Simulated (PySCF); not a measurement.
C₅H₈O₂Si: full NMR table

| Quantity | Value |
| --- | --- |
| Formula | C5H8O2Si |
| SMILES | Cc1cc([SiH2]O)co1 |
| Point group of the computed structure | C1 |
| Degrees of unsaturation | 3 |
| Carbon signals | 5 |
| Proton signals | 5 |

Molfile (atoms numbered from 1):
```
C5H8O2Si
     RDKit          3D

 16 16  0  0  0  0  0  0  0  0999 V2000
    2.9852   -0.2589    0.2387 C   0  0  0  0  0  0  0  0  0  0  0  0
    1.5290   -0.1301   -0.0378 C   0  0  0  0  0  0  0  0  0  0  0  0
    0.4360   -0.2644    0.7599 C   0  0  0  0  0  0  0  0  0  0  0  0
   -0.7134   -0.0242   -0.0497 C   0  0  0  0  0  0  0  0  0  0  0  0
   -2.5095   -0.0853    0.4751 Si  0  0  0  0  0  4  0  0  0  0  0  0
   -3.4691    0.6064   -0.6434 O   0  0  0  0  0  0  0  0  0  0  0  0
   -0.2053    0.2348   -1.2888 C   0  0  0  0  0  0  0  0  0  0  0  0
    1.1387    0.1758   -1.2979 O   0  0  0  0  0  0  0  0  0  0  0  0
    3.3810   -1.1757   -0.1991 H   0  0  0  0  0  0  0  0  0  0  0  0
    3.5257    0.5806   -0.1954 H   0  0  0  0  0  0  0  0  0  0  0  0
    3.1548   -0.2800    1.3110 H   0  0  0  0  0  0  0  0  0  0  0  0
    0.4288   -0.5033    1.8036 H   0  0  0  0  0  0  0  0  0  0  0  0
   -3.0369   -1.4437    0.5078 H   0  0  0  0  0  0  0  0  0  0  0  0
   -2.6351    0.6091    1.7618 H   0  0  0  0  0  0  0  0  0  0  0  0
   -3.3291    1.5013   -0.9393 H   0  0  0  0  0  0  0  0  0  0  0  0
   -0.6885    0.4666   -2.2179 H   0  0  0  0  0  0  0  0  0  0  0  0
  1  2  1  0
  2  3  2  0
  3  4  1  0
  4  5  1  0
  5  6  1  0
  4  7  2  0
  7  8  1  0
  8  2  1  0
  1  9  1  0
  1 10  1  0
  1 11  1  0
  3 12  1  0
  5 13  1  0
  5 14  1  0
  6 15  1  0
  7 16  1  0
M  END
```

Rapidly exchanging positions averaged, relativity neglected, one conformer, no solvent model. σ from GIAO-PBE0/pcSseg-1; geometry from GFN2-xTB; PySCF 2.14.0 with density-fitted response routines.

Chemical shifts δ = σref − σ; TMS for 1H and 13C and 29Si; H2O for 17O, all at this level.

```tsv
carbon	δC, type	δH (multiplicity)	HMBC from (2–3 bonds)	span of the C tensor (ppm)
C1	16.1, CH3	2.44 (s)	H12	30
C2	158.9, C	–	H16, H12, H9/H10/H11	148
C3	115.4, CH	6.15 (m)	H16, H13/H14, H9/H10/H11	168
C4	122.5, C	–	H16, H12, H13/H14	170
C7	151.6, CH	7.44 (m)	H12, H13/H14	151
```

Other nuclei:
```
  atoms  nucleus                           environment  δ (ppm)  σ (ppm)
H13/H14       1H  hydrogen on a silicon bonded to C, O     5.51    26.21
    H15       1H    hydrogen on an oxygen bonded to Si     1.03    30.69
    Si5     29Si           silicon bonded to C, O, 2 H    -29.5    378.7
     O8      17O                  aromatic ring oxygen    321.0     15.1
     O6      17O                oxygen bonded to Si, H     12.4    323.7
```

1. Carbon types of the structure: 2 × C, 2 × CH, 1 × CH3, leaving 3 H on heteroatoms.
2. δC 158.9: substituted aromatic carbon next to the ring oxygen.
3. δC 151.6: aromatic CH next to the ring oxygen.
4. δC 122.5: substituted aromatic carbon.
5. δC 115.4: aromatic CH.
6. δH 1.03: hydrogen on an oxygen bonded to Si; exchangeable, gas-phase position.

OH and NH positions are those of a molecule without intermolecular hydrogen bonds; in solution they move with solvent, concentration and temperature, and exchange usually removes their couplings. Shifts are as computed. Against solution values, carbons near 30 ppm lie about +3 ppm off and those near 130 ppm about +5 ppm. Of 1309 compounds with measured shifts, 239 miss one by over three times the rms of a fit or turn the order of signals round; such compounds aren't used in these exercises. Unscaled 17O shifts of doubly bonded oxygen tend to come out too high, by tens of ppm or more. Experimental scales use liquid or dissolved standards, which lie at an offset from isolated H2O (liquid H2O: subtract about 36 ppm). No couplings were computed; multiplicities are counted from neighbouring protons, with m where these are inequivalent, close in shift, in a saturated or five-membered ring or joined by F or P, and br s for small geminal =CH2 splittings.
